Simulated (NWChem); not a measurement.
Molecule: CdGeH3Br; SMILES [GeH3][Cd][Br]

Not confirmed as a minimum by frequencies. def2 effective core potentials on Cd; no spin-orbit coupling.

Problem. Give the equilibrium geometry at PBE0/def2-SVP with def2 effective core potentials on Cd (NWChem) as an XYZ file, with the point group.

Solution. point group C3v; any orientation.
```
6

Cd    -0.1689    -0.1993    -0.0004
Br     0.3701    -2.5788    -0.0004
Ge    -0.7275     2.2661    -0.0003
H     -1.5851     2.6311     1.2263
H      0.5564     3.1164     0.0409
H     -1.5155     2.6469    -1.2682
```
